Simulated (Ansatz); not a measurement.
`C[SiH](Cl)[GeH3]` + CH₃OH → `CO[SiH](C)[GeH3]` + HCl at 700 K and 1 bar (ligand exchange at the Si–Cl bond).

Program: Ansatz. Geometries: PBE0-D4/def2-TZVP. ΔE: electronic, gas phase. CCSD(T)/CBS adds triple-zeta CCSD(T) − MP2 to the extrapolated MP2 energy (def2 sets, frozen cores). This one scheme is used for every species. For Ge outer-core shells are correlated without core-valence functions, which leaves a few kJ/mol of doubt a bond. Scalar relativity is left out up to krypton. Each species was taken in one conformer, which may not be the lowest.

```tsv
species	CCSD(T)/CBS energy (Eh)	H − E (kJ/mol)	S (J/(mol·K))
`C[SiH](Cl)[GeH3]`	-2867.29429	271.2	502.3
CH₃OH	-115.61712	170.8	288.5
`CO[SiH](C)[GeH3]`	-2522.52701	399.0	574.2
HCl	-460.38127	38.4	211.8
```

H − E and S are ideal-gas, rigid-rotor, harmonic terms from PBE0-D4/def2-TZVP, for one conformer and one mirror image of each species. 1 Eh = 2625.50 kJ/mol, R = 8.31446 J/(mol·K).

Problem. By hand: ΔE, ΔH, ΔS and ΔG.

Solution. ΔE = (-2522.52701) + (-460.38127) − (-2867.29429) − (-115.61712) = 0.00313 Eh = 8.2 kJ/mol. Δ(H − E) = 399.0 + 38.4 − 271.2 − 170.8 = -4.6, so ΔH = 3.6 kJ/mol. ΔS = 574.2 + 211.8 − 502.3 − 288.5 = -4.8 J/(mol·K). ΔG = 3.6 − 700 × (-4.8)/1000 = 7.0 kJ/mol.

Problem. By hand: the equilibrium constant, and the temperature at which ΔG would vanish if ΔH and ΔS stayed fixed.

Solution. log₁₀ K = −ΔG/(RT ln 10) = -0.5. ΔH and −TΔS have one sign here, so there is no such temperature. One of them is within its doubt of zero, so this could turn.

TΔS isn't small against ΔH here. A doubt of 5 kJ/mol in ΔE shifts log₁₀ K by 0.4 here. Other conformers and mirror images would add mixing entropy, several J/(mol·K) or more a flexible species. Modes under 60 cm⁻¹, often nearly free rotors, make the harmonic entropy too high. These are equilibria of isolated gas molecules and say nothing of rates. Largest T1 diagnostic: 0.012 (customary marks: 0.02 for closed shells, 0.045 for open ones).
